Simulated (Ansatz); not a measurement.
Geometry optimisation, Ansatz, UKS PBE/def2-SVP.

The input (input.yaml):

```yaml
crystal:
  periodic: [false, false, false]
  atoms:
    - { symbol: Ta, position_ang: [-0.572129, -0.066442, 0.085572] }
    - { symbol: F, position_ang: [2.554869, -0.046651, 0.087223] }
    - { symbol: Cl, position_ang: [0.289281, 0.08562, 2.230844] }
    - { symbol: O, position_ang: [0.246441, -0.195779, -1.624217] }
    - { symbol: H, position_ang: [-0.253344, -0.264808, -2.465577] }
    - { symbol: Cl, position_ang: [-1.670236, 1.955839, -0.150594] }
    - { symbol: Cl, position_ang: [-1.671021, -2.1016, 0.146353] }
    - { symbol: Cl, position_ang: [4.13184, -0.076179, -0.216705] }
magnetization:
  spin_polarized: true
  initial_magnetization: 1
basis:
  gaussian: { orbitals: def2-SVP }
hamiltonian:
  xc: pbe
relax:
  f_tol: 0.03
  max_steps: 50
output:
  orbitals: {}
```

Launched with:

```bash
$ ansatz run input.yaml --threads 4 --pin off --max-ram 5120MiB --backend cpu --events-out ev --progress --plain --runs-dir out
```

**Question.** Where does it end, and by what steps?

**Answer.** The forces met the threshold. After 24 steps the energy has fallen by 3.361 eV; Cl8 moved furthest, 1.55 Å. Parted: F2–Cl8 (1.61 → 2.55 Å). Joined: Ta1–F2 (3.13 → 1.94 Å).

```json
{"step": "0", "energy less start (eV)": "0.0000", "largest force component (eV/Å)": "3.189", "accepted": "yes"}
{"step": "1", "energy less start (eV)": "-0.1463", "largest force component (eV/Å)": "2.982", "accepted": "yes"}
{"step": "2", "energy less start (eV)": "-0.3570", "largest force component (eV/Å)": "3.598", "accepted": "yes"}
{"step": "3", "energy less start (eV)": "-0.7260", "largest force component (eV/Å)": "4.683", "accepted": "yes"}
{"step": "4", "energy less start (eV)": "-1.2832", "largest force component (eV/Å)": "5.497", "accepted": "yes"}
{"step": "5", "energy less start (eV)": "-2.2653", "largest force component (eV/Å)": "3.277", "accepted": "yes"}
{"step": "6", "energy less start (eV)": "-2.7589", "largest force component (eV/Å)": "0.909", "accepted": "yes"}
{"step": "7", "energy less start (eV)": "-2.9070", "largest force component (eV/Å)": "1.430", "accepted": "yes"}
{"step": "8", "energy less start (eV)": "-3.0358", "largest force component (eV/Å)": "0.353", "accepted": "yes"}
{"step": "9", "energy less start (eV)": "-3.0758", "largest force component (eV/Å)": "0.441", "accepted": "yes"}
{"step": "10", "energy less start (eV)": "-3.0994", "largest force component (eV/Å)": "0.346", "accepted": "yes"}
{"step": "11", "energy less start (eV)": "-3.1218", "largest force component (eV/Å)": "0.136", "accepted": "yes"}
{"step": "12", "energy less start (eV)": "-3.1347", "largest force component (eV/Å)": "0.732", "accepted": "yes"}
{"step": "13", "energy less start (eV)": "-3.1420", "largest force component (eV/Å)": "0.831", "accepted": "yes"}
{"step": "14", "energy less start (eV)": "-3.1586", "largest force component (eV/Å)": "0.768", "accepted": "yes"}
{"step": "15", "energy less start (eV)": "-3.1667", "largest force component (eV/Å)": "0.527", "accepted": "yes"}
{"step": "16", "energy less start (eV)": "-3.1924", "largest force component (eV/Å)": "0.567", "accepted": "yes"}
{"step": "17", "energy less start (eV)": "-3.2077", "largest force component (eV/Å)": "1.290", "accepted": "yes"}
{"step": "18", "energy less start (eV)": "-3.2626", "largest force component (eV/Å)": "0.790", "accepted": "yes"}
{"step": "19", "energy less start (eV)": "-3.3110", "largest force component (eV/Å)": "0.552", "accepted": "yes"}
{"step": "20", "energy less start (eV)": "-3.3327", "largest force component (eV/Å)": "0.896", "accepted": "yes"}
{"step": "21", "energy less start (eV)": "-3.3493", "largest force component (eV/Å)": "0.296", "accepted": "yes"}
{"step": "22", "energy less start (eV)": "-3.3584", "largest force component (eV/Å)": "0.199", "accepted": "yes"}
{"step": "23", "energy less start (eV)": "-3.3602", "largest force component (eV/Å)": "0.098", "accepted": "yes"}
{"step": "24", "energy less start (eV)": "-3.3606", "largest force component (eV/Å)": "0.021", "accepted": "yes"}
```

```xyz
8
Properties=species:S:1:pos:R:3
Ta -0.232 -0.058 0.169
F 1.681 -0.040 0.469
Cl -0.172 0.108 2.538
O 0.304 -0.195 -1.629
H 1.226 -0.216 -2.009
Cl -1.510 1.827 -0.102
Cl -1.529 -1.951 0.170
Cl 3.288 -0.184 -1.513
```

Whether the end is a true minimum wasn't checked by a vibrational analysis.

Run time: 2.2 min on 4 threads of Arm Neoverse V2, with other jobs on the host, peak memory 0.38 GiB.
